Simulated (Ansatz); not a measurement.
`C[Si](C)(F)[SeH]` and `C[Si](F)(Cl)[SeH]` differ in one atom or group.

Ansatz, PBE0-D4/def2-TZVP geometries, multiplicity 1. Each molecule was computed in one conformer, which needn't be the lowest.

Scalar relativity is left out up to krypton.

```tsv
property	`C[Si](C)(F)[SeH]`
HOMO energy (PBE0/def2-TZVPP) / eV	-6.96
ideal-gas entropy at 298 K and 1 bar (rigid rotor, harmonic PBE0-D4/def2-TZVP) / J/(mol·K)	387
LUMO energy (PBE0/def2-TZVPP) / eV	0.04
size of the dipole moment (ωB97M-V/def2-TZVPP) / D	2.57
HOMO–LUMO gap (PBE/def2-TZVPP) / eV	4.96
HOMO energy (ωB97M-V/def2-TZVPP) / eV	-9.13
```

**Question.** What does the change do to each property? (Best estimate.)

**Answer.** The calculation gave: 
| property | `C[Si](F)(Cl)[SeH]` | shift |
| --- | --- | --- |
| HOMO energy (PBE0/def2-TZVPP) / eV | -7.47 | -0.51 |
| ideal-gas entropy at 298 K and 1 bar (rigid rotor, harmonic PBE0-D4/def2-TZVP) / J/(mol·K) | 374 | -13 |
| LUMO energy (PBE0/def2-TZVPP) / eV | -0.10 | -0.14 |
| size of the dipole moment (ωB97M-V/def2-TZVPP) / D | 2.25 | -0.32 |
| HOMO–LUMO gap (PBE/def2-TZVPP) / eV | 5.29 | 0.33 |
| HOMO energy (ωB97M-V/def2-TZVPP) / eV | -9.64 | -0.51 |

With PBE0 the HOMO falls by 0.51 eV and the LUMO falls by 0.14 eV, so the gap widens by about 0.37 eV. PBE moves the HOMO by -0.49 eV and ωB97M-V by -0.51 eV. The zero-point energy changes by -91.0 kJ/mol with -9 modes. Dipoles are sizes alone; their direction can turn.

Spin–orbit coupling is left out; it splits and shifts lone-pair levels of the heavy atoms by tenths of an eV.
